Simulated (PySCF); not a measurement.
SrBr: one state, many levels of theory

State: ²Σ⁺ (doublet), unpaired electrons σ ↑. Set-up: PySCF, spin-free X2C with a Gaussian nucleus, basis sets Sr x2c-TZVPPall, Br x2c-TZVPPall. De refers to Sr + Br in their high-spin ground configurations, without counterpoise correction. The functionals are run spin-unrestricted. A positive dipole means Sr(−)Br(+).

```json
{"Level": "UHF", "Re (Å)": "2.811", "ωe (cm⁻¹)": "205", "De (eV)": "3.34", "μ (D)": "-4.81", "CPU s a point (SCF and correlation, without the integrals)": "5"}
{"Level": "UHF-MP2", "Re (Å)": "2.733", "ωe (cm⁻¹)": "215", "De (eV)": "3.82", "μ (D)": "n/a", "CPU s a point (SCF and correlation, without the integrals)": "11"}
{"Level": "UHF-SCS-MP2", "Re (Å)": "2.749", "ωe (cm⁻¹)": "213", "De (eV)": "3.64", "μ (D)": "n/a", "CPU s a point (SCF and correlation, without the integrals)": "n/a"}
{"Level": "LDA", "Re (Å)": "2.677", "ωe (cm⁻¹)": "225", "De (eV)": "4.26", "μ (D)": "-4.71", "CPU s a point (SCF and correlation, without the integrals)": "2.3"}
{"Level": "PBE", "Re (Å)": "2.728", "ωe (cm⁻¹)": "212", "De (eV)": "3.87", "μ (D)": "-4.65", "CPU s a point (SCF and correlation, without the integrals)": "3.4"}
{"Level": "r²SCAN", "Re (Å)": "2.733", "ωe (cm⁻¹)": "215", "De (eV)": "4.19", "μ (D)": "-4.83", "CPU s a point (SCF and correlation, without the integrals)": "4.6"}
{"Level": "PBE0", "Re (Å)": "2.727", "ωe (cm⁻¹)": "216", "De (eV)": "3.89", "μ (D)": "-4.70", "CPU s a point (SCF and correlation, without the integrals)": "8"}
{"Level": "B97-3", "Re (Å)": "2.748", "ωe (cm⁻¹)": "211", "De (eV)": "3.59", "μ (D)": "-4.72", "CPU s a point (SCF and correlation, without the integrals)": "6.7"}
{"Level": "MN15", "Re (Å)": "2.730", "ωe (cm⁻¹)": "212", "De (eV)": "3.38", "μ (D)": "-5.38", "CPU s a point (SCF and correlation, without the integrals)": "8.6"}
{"Level": "BHandHLYP", "Re (Å)": "2.756", "ωe (cm⁻¹)": "212", "De (eV)": "3.64", "μ (D)": "-5.18", "CPU s a point (SCF and correlation, without the integrals)": "5.7"}
{"Level": "LC-ωPBE", "Re (Å)": "2.738", "ωe (cm⁻¹)": "216", "De (eV)": "4.00", "μ (D)": "-4.40", "CPU s a point (SCF and correlation, without the integrals)": "13"}
```

(1) What does a quarter of exact exchange do here, going from PBE to PBE0?

(2) What does the step from GGA to meta-GGA do here, going from PBE to r²SCAN?

(3) What does the gradient correction do here, going from LDA to PBE?

Correlated steps freeze 18 core orbitals. Spin–orbit coupling is left out. The state is the lowest determinant that a PBE0 search found; another state may lie lower at other levels.

The whole job (state search and all levels along the bond) took about 10 min on 2 threads of Arm Neoverse V1 (shared host), peak memory 7.8 GiB.

Results:

(1) PBE0 less PBE: -0.1 pm in Re, +1.9 % in ωe, +0.02 eV in De. Exact exchange removes part of the self-interaction that spreads semilocal densities, and in most molecules shortens and stiffens the bond and lowers De; here De goes the other way.

(2) r²SCAN less PBE: +0.5 pm in Re, +1.4 % in ωe, +0.32 eV in De. 

(3) PBE less LDA: +5.1 pm in Re, -5.8 % in ωe, -0.39 eV in De. The gradient correction favours the more uneven density of free atoms, so it tends to lengthen bonds and takes away much of the overbinding of LDA; so it does here.
